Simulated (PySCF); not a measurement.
FH6NOSi2, SMILES [SiH3][Si@](O)(F)N.

The structure is a stationary point at PBE-D3(BJ)/def2-SVP. The structure was generated by enumeration; whether it is a known compound was not checked. One conformer was computed; it need not be the lowest.

All values below come from TDDFT-PBE/def2-SVPD in PySCF.

Vertical excitations. Gas-phase values at a fixed geometry.

Computed UV-visible absorptions:
```
state  energy (eV)  λ (nm)      f                                              main pairs
-----  -----------  ------  -----  ------------------------------------------------------
S1            5.77     215  0.001                                          HOMO→LUMO 97 %
S2            6.13     202  0.034                                        HOMO→LUMO+1 97 %
S3            6.41     193  0.028  HOMO→LUMO+2 38 %, HOMO−1→LUMO+1 30 %, HOMO−1→LUMO 30 %
S4            6.45     192  0.058                      HOMO→LUMO+2 49 %, HOMO−1→LUMO 42 %
S5            6.64     187  0.067                    HOMO−1→LUMO+1 65 %, HOMO−1→LUMO 20 %
S6            6.88     180  0.010                    HOMO→LUMO+3 73 %, HOMO−1→LUMO+2 23 %
S7            6.96     178  0.023                    HOMO−1→LUMO+2 67 %, HOMO→LUMO+3 24 %
S8            7.07     175  0.001                                        HOMO→LUMO+4 99 %
S9            7.39     168  0.003                                        HOMO−2→LUMO 88 %
S10           7.40     168  0.014                                        HOMO→LUMO+5 93 %
T1            5.59     222      0                        HOMO→LUMO 76 %, HOMO−1→LUMO 17 %
T2            5.85     212      0      HOMO→LUMO+1 74 %, HOMO→LUMO 13 %, HOMO−1→LUMO 11 %
T3            5.87     211      0      HOMO−1→LUMO 65 %, HOMO→LUMO+1 20 %, HOMO→LUMO 10 %
T4            6.03     206      0                                        HOMO→LUMO+2 88 %
```
Triplets are in the Tamm–Dancoff approximation, which puts them higher than full response would, so one can lie above its singlet here.
